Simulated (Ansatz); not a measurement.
Reaction: BH3S (SMILES BS) → BH2S (SMILES [S]B, doublet) + H (doublet) (the H-S bond breaks)
Each species at its own B3LYP-D3(BJ)/def2-TZVP minimum (Ansatz, an electronic-structure program).

Property: bond dissociation energy (electronic), in kJ/mol. Radicals and triplets start from unrestricted determinants; spin-orbit coupling is neglected. CBS(X,Y): correlation extrapolated as X^-3, Hartree-Fock from the larger set (Q,5: extrapolated as (X+1)exp(-9√X)). A bracket is a step between two methods taken in the basis named. The functionals are non-relativistic, so their misses hold any scalar relativity. '+ core + X2C': CCSD(T) terms for core correlation (cc-pwCVTZ, 1s frozen past Ne) and scalar relativity (cc-pVTZ-DK). Where a partner has so few electrons that a lower coupled-cluster level is exact, that level stands in.

CCSD(T)/CBS(cc-pV(Q+d)Z,cc-pV(5+d)Z) + [CCSDT(Q) - CCSD(T)]/cc-pV(T+d)Z + [CCSDTQ - CCSDT(Q)]/cc-pV(D+d)Z + core + X2C (Ansatz) gives 373.8 kJ/mol.

Question: How far off this value is PBE/def2-TZVPD (Ansatz), in which direction, and which of these levels come nearer: r2SCAN/def2-TZVPD, B3LYP/def2-TZVPD, PBE0/def2-TZVPD, CCSD(T)/CBS(cc-pV(Q+d)Z,cc-pV(5+d)Z) + core + X2C?

Answer: PBE gives 352.5 kJ/mol, 21.3 kJ/mol below it. Differences of the others: r2SCAN/def2-TZVPD (Ansatz) -19.1; B3LYP/def2-TZVPD (Ansatz) -14.3; PBE0/def2-TZVPD (Ansatz) -16.9; CCSD(T)/CBS(cc-pV(Q+d)Z,cc-pV(5+d)Z) + core + X2C (Ansatz) 1.0 kJ/mol. Nearer than PBE: r2SCAN/def2-TZVPD, B3LYP/def2-TZVPD, PBE0/def2-TZVPD, CCSD(T)/CBS(cc-pV(Q+d)Z,cc-pV(5+d)Z) + core + X2C.
